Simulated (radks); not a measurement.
Problem. Successive ionisation energies (eV) of one element, from differences of total energies of ions in their ground configurations, starting at charge 66: 7913.1, 8220.4, 8349.5, 18033.7, 18397.8, 18763.6, 19130.7, 21499, 21921, 22506, 22824, 91539, 93019. Method: Dirac Kohn-Sham, relativistic LDA (MacDonald-Vosko exchange, VWN5 correlation), spin-unpolarised, spherical densities, finite nucleus; open shells fill j = l - 1/2 first; Fermi nuclear charge, rms radius 5.4371 fm; computed with a radial shooting solver on a logarithmic mesh with Libxc functionals. Which element is it?

Solution. Gold (Z = 79). The first species listed is Au66+ in [Ne] 3s2 3p1, the last Au78+ in 1s1.
